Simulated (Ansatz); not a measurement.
Two isomers of C2H9NSi2: A = `N=CC[SiH2][SiH3]`, B = `N[SiH2]/C=C/[SiH3]`.

Gas-phase electronic energies from Ansatz, PBE0-D4/def2-TZVP geometries. CCSD(T)/CBS is the MP2 limit (def2-TZVPP, def2-QZVPP) plus CCSD(T) − MP2 in def2-TZVPP, frozen cores. DFT in def2-TZVPP. B3LYP here is the variant with VWN-RPA as its local correlation; programs differ in this. One conformer a species, not always the lowest.

A:

```xyz
14

N     2.070    0.501   -1.178
C     1.653   -0.531   -0.577
C     1.029   -0.615    0.774
Si   -0.861   -0.755    0.648
Si   -1.753    1.099   -0.468
H     1.965    1.332   -0.592
H     1.722   -1.478   -1.122
H     1.268    0.270    1.370
H     1.387   -1.500    1.310
H    -1.212   -2.006   -0.081
H    -1.421   -0.849    2.025
H    -1.399    1.071   -1.911
H    -1.214    2.351    0.134
H    -3.234    1.109   -0.331
```

B:

```xyz
14

N     2.4160   -0.0571   -1.0173
Si    1.7474    0.8595    0.2655
C    -0.0597    0.5205    0.6043
C    -0.7844   -0.3610   -0.0930
Si   -2.5833   -0.7126    0.2283
H     2.6768   -1.0214   -0.9041
H     2.2554    0.1793   -1.9814
H     1.8944    2.3023   -0.0685
H     2.5157    0.5575    1.5038
H    -0.5482    1.0700    1.4124
H    -0.2844   -0.9039   -0.8981
H    -3.0495    0.1304    1.3610
H    -2.7912   -2.1482    0.5646
H    -3.4050   -0.4153   -0.9774
```

**Question.** Which isomer does CCSD(T)/CBS put lower? Give the gap. (An estimate is asked.)

**Answer.** Computed: B, by 86.3 kJ/mol.

**Question.** Give E(B) − E(A) in kJ/mol with PBE-D4, CCSD(T)/def2-TZVPP, B3LYP, HF/def2-TZVPP, ωB97M-V, B3LYP-D4, CCSD/def2-TZVPP. (Best estimate.)

**Answer.** Computed: PBE-D4 -58.8, CCSD(T)/def2-TZVPP -79.5, B3LYP -82.3, HF/def2-TZVPP -96.8, ωB97M-V -86.2, B3LYP-D4 -80.3, CCSD/def2-TZVPP -82.4. None reverses the order clearly.

Largest T1 diagnostic: 0.013.

In def2-TZVPP, CCSD(T) changes the Hartree–Fock value by +17.3 kJ/mol (the triples alone add +2.9 kJ/mol) and MP2 by +6.3 kJ/mol. From PBE to PBE0 (25 % exact exchange), in def2-TZVPP and without D4, E(B) − E(A) moves by −8.4 kJ/mol.
